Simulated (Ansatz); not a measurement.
This geometry of AlF₂H₃O (7 atoms, charge 0, multiplicity 1) is a first-order saddle point.

Method: RKS PBE/STO-3G (Ansatz).

```xyz
7
Properties=species:S:1:pos:R:3
Al -0.699 -0.052 -0.203
H 0.735 -1.298 0.051
F -1.391 -0.319 -1.665
F -1.613 0.005 1.160
H 1.131 -0.428 0.013
O 0.892 0.850 -0.155
H 0.946 1.242 0.800
```

Which two structures does it join? (They come from a converged band through this point; their orientation in space is the band's.)

Bonds broken: Al1–H2, H5–O6. Bonds formed: H2–H5. AlF2H3O becomes AlF2HO + H2.

First end point:

```xyz
7
Properties=species:S:1:pos:R:3
Al -0.438 -0.500 -0.368
H 0.058 -1.900 -0.116
F -1.421 -0.070 -1.614
F -0.918 0.386 1.104
H 1.689 0.324 0.330
O 0.899 0.805 -0.125
H 0.132 0.955 0.790
```

Last end point:

```xyz
7
Properties=species:S:1:pos:R:3
Al -1.083 0.430 -0.220
H 1.916 -1.627 -0.012
F -1.672 -0.107 -1.655
F -2.085 0.921 0.990
H 1.533 -0.976 -0.030
O 0.637 0.503 -0.019
H 0.754 0.856 0.945
```

How far does it lie above each of them?

1.77 eV above the first and 0.89 eV above the second. This is the barrier of this one path; another mechanism may lie lower. The orbitals stay closed-shell, which can raise the energy where a bond breaks towards radicals; this wasn't checked here. Limits of this set-up: minimal basis.

The run took 44 s on 1 thread of AMD EPYC 9R45 96-Core Processor (Zen 5) (shared host), peak memory 0.1 GiB.
